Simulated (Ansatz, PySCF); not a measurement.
Ga(F)2(SeH) (F₂GaHSe), SMILES [F][Ga]([F])[SeH]. Atoms are numbered in the order given.

```xyz
5

Ga    -0.5851     0.4823    -0.1535
F     -2.2599    -0.0119    -0.2039
F     -0.3013     2.1726    -0.5005
Se     1.1221    -0.9880     0.3348
H      2.1083     0.1025     0.1874
```

Coordinates come from a B3LYP-D3(BJ)/def2-SVP optimisation. Other conformers were not sampled.

Two levels are set side by side: PBE-D3(BJ)/def2-SVP (Ansatz, an electronic-structure program) and B3LYP-D3(BJ)/def2-SVP (Ansatz). Each level has its own optimised geometry; the coordinates shown are those of the second. Frequencies come from the Hessian of PySCF at each geometry. Differences are taken from unrounded values.

```json
[
 {"quantity": "mean bond length (Å)", "B3LYP-D3(BJ)": "1.820", "PBE-D3(BJ)": "1.829", "PBE-D3(BJ) minus B3LYP-D3(BJ)": "0.009"},
 {"quantity": "bond Ga1–F2 (Å)", "B3LYP-D3(BJ)": "1.747", "PBE-D3(BJ)": "1.759", "PBE-D3(BJ) minus B3LYP-D3(BJ)": "0.012"},
 {"quantity": "bond Ga1–F3 (Å)", "B3LYP-D3(BJ)": "1.749", "PBE-D3(BJ)": "1.761", "PBE-D3(BJ) minus B3LYP-D3(BJ)": "0.012"},
 {"quantity": "bond Ga1–Se4 (Å)", "B3LYP-D3(BJ)": "2.305", "PBE-D3(BJ)": "2.308", "PBE-D3(BJ) minus B3LYP-D3(BJ)": "0.003"},
 {"quantity": "bond Se4–H5 (Å)", "B3LYP-D3(BJ)": "1.478", "PBE-D3(BJ)": "1.487", "PBE-D3(BJ) minus B3LYP-D3(BJ)": "0.010"},
 {"quantity": "highest harmonic wavenumber (cm⁻¹)", "B3LYP-D3(BJ)": "2407", "PBE-D3(BJ)": "2358", "PBE-D3(BJ) minus B3LYP-D3(BJ)": "-50"},
 {"quantity": "mean harmonic wavenumber (cm⁻¹)", "B3LYP-D3(BJ)": "608", "PBE-D3(BJ)": "591", "PBE-D3(BJ) minus B3LYP-D3(BJ)": "-17"},
 {"quantity": "zero-point energy (kcal/mol)", "B3LYP-D3(BJ)": "7.83", "PBE-D3(BJ)": "7.61", "PBE-D3(BJ) minus B3LYP-D3(BJ)": "-0.22"}
]
```

GGA bonds tend to be longer and softer than those of functionals with exact exchange. Differences between two approximate levels are no errors against the true value.
